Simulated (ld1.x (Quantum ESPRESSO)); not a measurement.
# Reading a pseudo-wave (Ce)

Columns: radius, all-electron u(r) and pseudo u(r) of the 6s shell (level -4.07 eV) of cerium in the configuration [Kr] 4d10 5s2 4f1 5p6 5d1 6s1.5 6p0.5; PBE, scalar-relativistic, TM semilocal scheme, ld1.x (Quantum ESPRESSO) 7.5.

```csv
r (bohr),all-electron,pseudo
0.202,0.1124,-0.0120
0.405,-0.1208,-0.0249
0.607,-0.1184,-0.0391
0.810,0.0775,-0.0557
1.012,0.2245,-0.0754
1.215,0.2633,-0.0995
1.418,0.2146,-0.1288
1.620,0.1153,-0.1638
1.822,-0.0043,-0.2051
2.025,-0.1246,-0.2526
2.228,-0.2337,-0.3046
2.430,-0.3258,-0.3585
2.632,-0.4000,-0.4109
2.835,-0.4574,-0.4584
3.037,-0.4989,-0.4973
3.240,-0.5272,-0.5259
3.442,-0.5439,-0.5434
3.645,-0.5510,-0.5510
3.847,-0.5501,-0.5501
4.050,-0.5426,-0.5426
4.252,-0.5297,-0.5297
4.455,-0.5126,-0.5126
4.658,-0.4922,-0.4922
4.860,-0.4696,-0.4696
5.062,-0.4454,-0.4454
5.265,-0.4201,-0.4201
```

(1) How many radial nodes do the two functions have?

(2) At about which radius was the pseudo-wave matched?

(3) Is the pseudo-wave norm-conserving?

Answers

(1) The all-electron 6s function has n − l − 1 = 5 (the table is too coarse to show those close to the nucleus); the pseudo-wave has 0, since the states of the same l below it are removed with the core.

(2) 4.05 bohr. The columns agree to 0.0005 from 3.65 bohr on; several derivatives are matched, so the curves merge somewhat inside the radius.

(3) Yes: the TM semilocal scheme keeps the norm inside the radius equal to the all-electron one, which fixes the energy derivative of the logarithmic derivative at the level.
